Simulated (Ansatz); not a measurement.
Consider the ligand exchange at a B–O bond: `BO[SiH](C)Br` + `[AsH3]` → `B[AsH2]` + `C[SiH](O)Br`.

Computed with Ansatz on PBE0-D4/def2-TZVP structures; ΔE is electronic, products minus reactants. CCSD(T)/CBS adds triple-zeta CCSD(T) − MP2 to the extrapolated MP2 energy (def2 sets, frozen cores). For As, Br outer-core shells are correlated without core-valence functions, which leaves a few kJ/mol of doubt a bond. Scalar relativity is left out up to krypton. One conformer a species, not always the lowest.

```csv
species,SCS-MP2/def2-QZVPP energy (Eh)
`BO[SiH](C)Br`,-3003.76711
`[AsH3]`,-2236.50375
`B[AsH2]`,-2261.86893
`C[SiH](O)Br`,-2978.35760
```

Question: Work out ΔE.

Answer: ΔE = (-2261.86893) + (-2978.35760) − (-3003.76711) − (-2236.50375) = 0.04433 Eh = +1.21 eV. CCSD(T)/CBS gives +1.16 eV.

Largest T1 diagnostic among the species: 0.014.

In def2-TZVPP, CCSD(T) changes the Hartree–Fock value by −0.12 eV (the triples alone add −0.01 eV) and MP2 by −0.14 eV.
